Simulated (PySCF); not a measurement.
**Working out the ionisation energy of As**

As [Ar] 3d10 4s2 4p3 (4S) → As⁺ [Ar] 3d10 4s2 4p2 (3P). Calculation: PySCF 2.14, in cc-pVDZ-DK; scalar relativity by spin-free X2C-1e. Frozen: [Ar] 3d10. Energies in hartree (1 hartree = 27.21139 eV):

```tsv
part	As (lower)	As⁺ (upper)
UHF	-2258.916901	-2258.570557
CCSD correlation	-0.068635	-0.058350
(T)	-0.000694	-0.000609
```

**Question.** What does Hartree-Fock give?

**Answer.** (-2258.570557) − (-2258.916901) = 0.346344 hartree = 9.425 eV.

**Question.** What do CCSD and CCSD(T) give?

**Answer.** The CCSD correlation energies differ by 0.010285 hartree = 0.280 eV and the triples by 0.000085 hartree = 0.002 eV, so CCSD gives 9.705 eV and CCSD(T) 9.707 eV.

Measured between the centres of the two terms (NIST): 10.008 eV, so CCSD(T) (valence) is off by -0.301 eV.

A double-zeta basis recovers only part of the correlation energy.

What remains against the reference includes basis incompleteness, the frozen core and higher excitations.
